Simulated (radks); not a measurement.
Results of a calculation; reference values are marked as such.
Species: Mo2+. Configuration: [Kr] 4d4.

Level of theory: scalar-relativistic Kohn-Sham, PBEsol, spin-polarised, spherical densities, point nucleus; open shells are filled with parallel spins first (spin-orbit coupling, left out, can overturn this in heavy ions) (a radial shooting solver on a logarithmic mesh with Libxc functionals).

Energy parts (hartree):
total: -4045.72505
kinetic: 4171.23351
electron-nucleus: -9726.10298
Hartree: 1630.03205
exchange-correlation: -120.88763

Orbitals (lengths in bohr, moments of r in powers of bohr; r(max) is where P^2 peaks):
orbital  occ.  eigenvalue (hartree)   r(max)
1s down     1             -728.6855  0.02288
1s up       1             -728.6851  0.02288
2s up       1             -103.5073   0.1297
2s down     1             -103.4906   0.1297
2p up       3             -92.62226   0.1036
2p down     3             -92.60968   0.1036
3s up       1             -18.16886   0.3838
3s down     1             -18.15918   0.3839
3p up       3             -14.60382   0.3773
3p down     3             -14.59299   0.3773
3d up       5              -8.80077   0.3223
3d down     5              -8.78456   0.3225
4s up       1              -3.07119   0.9898
4s down     1              -2.98034   0.9851
4p up       3              -2.12050    1.072
4p down     3              -2.01987    1.065
4d up       4              -0.80556    1.354
4d down     0              -0.69405    1.338
5s up       0              -0.67256    2.568
5p up       0              -0.47848    3.061

The highest occupied level is 4d up at -21.920 eV. Summed over all electrons, <r^2> = 31.00 bohr^2, which gives a Langevin (diamagnetic) susceptibility term of -24.6 x 10^-6 cm^3/mol.
